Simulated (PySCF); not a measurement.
C₃H₂F₃, SMILES C(=C\[C](F)F)/F, multiplicity 2. Atoms are numbered in the order given.

```xyz
8

F     -0.1964     2.6393     0.0000
C      0.3387     1.4236     0.0000
C     -0.4931     0.3153     0.0000
C     -0.0590    -0.9819     0.0000
F     -0.8529    -2.0236     0.0000
F      1.2077    -1.3291     0.0000
H      1.4297     1.4071     0.0000
H     -1.5740     0.4714     0.0000
```
Charge 0, spin multiplicity 2.

Geometry optimised at PBE0-D3(BJ)/def2-SVP. The isomer is the one that the SMILES or the coordinates give; other isomers of the formula were not compared. Other conformers were not sampled.

Level of theory: PBE/def2-TZVP (PySCF).

ESP charges are fitted to the potential on shells at 1.4 to 2.0 van der Waals radii. Atomic charges (e):

| atom | meta-Löwdin | Löwdin | ESP fit | Mulliken | Mulliken spin |
|---|---|---|---|---|---|
| F1 | -0.22 | 0.20 | -0.11 | -0.15 | 0.05 |
| C2 | 0.11 | -0.29 | 0.03 | 0.03 | 0.60 |
| C3 | -0.24 | -0.23 | -0.42 | -0.22 | -0.15 |
| C4 | 0.48 | -0.49 | 0.36 | 0.32 | 0.45 |
| F5 | -0.20 | 0.26 | -0.13 | -0.12 | 0.04 |
| F6 | -0.21 | 0.26 | -0.11 | -0.12 | 0.03 |
| H7 | 0.13 | 0.12 | 0.14 | 0.12 | -0.03 |
| H8 | 0.16 | 0.17 | 0.24 | 0.14 | 0.00 |

Give the Mayer and Wiberg (Löwdin basis) orders of the bonds. (An estimate is asked for; the answer gives what the named calculation found.)


```json
[
 {"bond": "F1–C2", "Mayer": "1.10", "Wiberg": "1.83"},
 {"bond": "C2–C3", "Mayer": "1.37", "Wiberg": "1.70"},
 {"bond": "C3–C4", "Mayer": "1.49", "Wiberg": "1.71"},
 {"bond": "C4–F5", "Mayer": "1.17", "Wiberg": "1.86"},
 {"bond": "C4–F6", "Mayer": "1.18", "Wiberg": "1.85"},
 {"bond": "C2–H7", "Mayer": "0.97", "Wiberg": "0.89"},
 {"bond": "C3–H8", "Mayer": "0.92", "Wiberg": "0.80"}
]
```
